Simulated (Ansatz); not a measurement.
Ansatz results at the PBE0-D4/def2-TZVP geometry: HOMO–LUMO gap (PBE0/def2-TZVPP) 5.99 eV; LUMO energy (PBE0/def2-TZVPP) -1.94 eV; HOMO energy (PBE0/def2-TZVPP) -7.93 eV.

Each molecule was computed in one conformer, which needn't be the lowest.

**Question.** Which molecule gave them?
A. `C=CC(=C)O`
B. `[SiH3][CH2][InH2]`
C. `N#C[SiH2][GaH2]`
D. `BC(=C)CC`

**Answer.** D. The others give `N#C[SiH2][GaH2]`: 5.52, -2.66, -8.18; `C=CC(=C)O`: 5.78, -0.73, -6.51; `[SiH3][CH2][InH2]`: 5.85, -1.74, -7.59.
